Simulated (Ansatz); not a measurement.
CH8AlFSi2, SMILES `F[SiH]([SiH3])[CH2][AlH2]`, relaxed with RKS PBE-D4/def2-SVP in Ansatz from a rough embedded geometry. The force threshold is 0.03 eV/Å; the program also tests the step.

Total charge 0; spin multiplicity 1.

Start:

```xyz
13

F    -0.883    0.335    2.501
Si   -0.057    0.379    1.092
Si    0.837   -1.630    0.799
C    -1.221    0.797   -0.368
Al   -0.264    1.064   -2.008
H     1.008    1.416    1.145
H     1.622   -1.632   -0.518
H    -0.198   -2.624    0.671
H     1.811   -1.940    1.893
H    -1.939   -0.060   -0.417
H    -1.779    1.702   -0.033
H     0.437   -0.219   -2.692
H     0.626    2.412   -2.066
```

Problem. By how much does the energy fall, and how many steps does the optimiser take? (An estimate is asked.)

Solution. Ansatz gave: 56.87 kJ/mol, in 34 steps, 4 of them rejected.

Problem. Which bonds change most? (An estimate is asked.)

Solution. Computed: Si2–Si3 from 2.219 to 2.361 Å; C4–Al5 from 1.918 to 2.009 Å; Si3–H8 from 1.441 to 1.505 Å; Si2–C4 from 1.914 to 1.852 Å.

Problem. Give the relaxed structure. (An estimate is asked.)

Solution. Ansatz gave: 
```xyz
13

F    -1.253    0.153    2.644
Si   -0.312    0.495    1.335
Si    0.899   -1.411    0.647
C    -1.195    0.884   -0.246
Al    0.153    0.540   -1.694
H     0.636    1.588    1.742
H     1.145   -1.059   -0.847
H     0.085   -2.675    0.568
H     2.270   -1.707    1.189
H    -2.045    0.186   -0.407
H    -1.581    1.926   -0.273
H    -0.280   -0.361   -2.946
H     1.479    1.441   -1.713
```
